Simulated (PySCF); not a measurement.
A structure optimised at B3LYP-D3(BJ)/def2-SVP, used in a PySCF frequency run:

```xyz
12

Si    -2.8772     0.7210     0.4483
O     -1.7834     0.4720    -0.7760
Si    -0.2066     0.0774    -1.1386
Si     1.0448    -0.2866     0.8212
Cl     2.9707    -0.7553     0.1446
H     -3.3900     2.1168     0.3888
H     -4.0096    -0.2349     0.3128
H     -2.1992     0.5003     1.7629
H     -0.1773    -1.1624    -1.9647
H      0.4223     1.1858    -1.9109
H      0.5373    -1.4265     1.6354
H      1.1277     0.9191     1.6927
```
Charge 0, spin multiplicity 1.

Task: Write its SMILES and formula.

Result: [SiH3]O[SiH2][SiH2]Cl, ClH7OSi3

Task: What are its rotational constants (standard atomic weights)?

Result: 5.2952, 0.70760, 0.63822 GHz
